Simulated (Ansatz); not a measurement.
C₄H₁₀Al (SMILES C[CH2][Al+][CH2]C), charge +1, singlet, geometry from GFN2-xTB (such geometries of metal compounds can be far from the true shape). Base run: Ansatz (a first-principles code) with MP2/pcseg-1.

Input for Ansatz:
Ansatz 0.2 input:
```yaml
crystal:
  periodic: [false, false, false]
  atoms:
    - {symbol: Al, position_ang: [-0.09023144, 0.01356658, 0.20025252]}
    - {symbol: C, position_ang: [1.51854398, -0.83448371, 0.98657008]}
    - {symbol: C, position_ang: [1.70064142, -2.30365472, 0.52608516]}
    - {symbol: H, position_ang: [1.44417185, -0.80154327, 2.08862801]}
    - {symbol: H, position_ang: [2.41670119, -0.25032418, 0.71706835]}
    - {symbol: H, position_ang: [1.82072654, -2.37342995, -0.55488311]}
    - {symbol: H, position_ang: [0.85099941, -2.92195475, 0.81522816]}
    - {symbol: H, position_ang: [2.59268864, -2.71916556, 0.99087900]}
    - {symbol: C, position_ang: [-1.70196876, 0.86206219, -0.57949163]}
    - {symbol: C, position_ang: [-1.40492777, 2.25919325, -1.18236869]}
    - {symbol: H, position_ang: [-2.47667148, 0.95678279, 0.20282012]}
    - {symbol: H, position_ang: [-2.12654163, 0.20669779, -1.36102555]}
    - {symbol: H, position_ang: [-0.67444291, 2.20108265, -1.98908825]}
    - {symbol: H, position_ang: [-1.02548809, 2.94818966, -0.42798177]}
    - {symbol: H, position_ang: [-2.32286815, 2.67859721, -1.58969727]}
basis:
  gaussian:
    orbitals: pcseg-1.json
total_charge: 1
magnetization: {spin_polarized: false}
correlation: {method: mp2}
```
The basis file holds pcseg-1 in the JSON format of the Basis Set Exchange.

Each row names what was changed in the base input (with any setting that the change needs).

```
change                                                             ΔE vs base (kcal/mol)  MP2 correlation (Eh)  basis functions  core-seconds (rough)
-----------------------------------------------------------------  ---------------------  --------------------  ---------------  --------------------
base                                                                               0.000              -0.62191              124                     2
method = bccd                                                                     -38.35              -0.62191              124                    10
lower_state_search = off                                                           0.000              -0.62191              124                     2
electrons = outside_noble_gas                                                      0.000              -0.62191              124                     2
accuracy = high                                                                   -0.002              -0.62191              124                     7
method = ccsd_t                                                                   -51.61              -0.62191              124                    10
method = bccd_t                                                                   -51.66              -0.62191              124                    20
method = ccsd                                                                     -38.84              -0.62191              124                    10
fitting = cc-pVTZ-JKFIT (mean field), cc-pVTZ-RIFIT (correlation)                  0.055              -0.62184              124                     1
method = rpa                                                                         [?]                     -              124                     3
```

Question: Complete the blanks.

Answer: 
- method = rpa, ΔE vs base (kcal/mol): -86.3
